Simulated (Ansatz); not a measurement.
An input meant for B₆As₆, a cluster cut from wurtzite BAs (bare) (charge 0, singlet; atoms displaced at random, 0.03 Å in each coordinate).

```yaml
crystal:
  periodic: [false, false, false]
  atoms:
    - {symbol: B, position_ang: [-0.002104, -1.016487, -1.349602]}
    - {symbol: As, position_ang: [-2.024300, -1.151375, -1.300425]}
    - {symbol: As, position_ang: [0.011873, -1.150687, 2.487856]}
    - {symbol: B, position_ang: [-0.927752, -0.515909, 0.400610]}
    - {symbol: B, position_ang: [-0.848387, 0.492989, -1.297915]}
    - {symbol: As, position_ang: [-1.694877, 0.537805, 1.883740]}
    - {symbol: As, position_ang: [1.949349, -1.142880, -1.318219]}
    - {symbol: B, position_ang: [0.895948, -0.585466, 0.402609]}
    - {symbol: B, position_ang: [0.892004, 0.500476, -1.369372]}
    - {symbol: As, position_ang: [0.000376, 2.364608, -1.117799]}
    - {symbol: As, position_ang: [1.682175, 0.553046, 1.856029]}
    - {symbol: B, position_ang: [-0.074900, 1.014693, 0.575282]}
basis:
  gaussian: {orbitals: def2-TZVP, fitting: {mean_field: def2-universal-jkfit}}
magnetization: {spin_polarized: true, initial_magnetization: 0}
hamiltonian: {xc: {name: HF}, dispersion: d2}
scf: {omitted_lower_state_checks: [starts]}
output: {forces: true}
```

```sh
$ ansatz run in.yaml --threads 2 --pin off --events-out ev --progress --plain --max-ram 32768MiB --backend cuda --devices 0, --max-vram 18GiB
```

**Question.** Predict how Ansatz answers.

**Answer.** The program refused the input. The program holds no damping parameters for this pairing of functional and dispersion term, so they'd have to be typed.
```
Error: YAML parse error: error: line 19 column 43: hamiltonian.dispersion: `d2` is not `none`, `rvv10`, `d3bj`, `d3bjatm`, `d4` or a map `{method: …, s8: …, a1: …, a2_bohr: …}` (numbers without units, a2 in bohr) or `{method: …, functional: …}`
17 |   gaussian: {orbitals: def2-TZVP, fitting: {mean_field: def2-universal-jkfit}}
18 | magnetization: {spin_polarized: true, initial_magnetization: 0}
19 | hamiltonian: {xc: {name: HF}, dispersion: d2}
20 | scf: {omitted_lower_state_checks: [starts]}
21 | output: {forces: true}
```
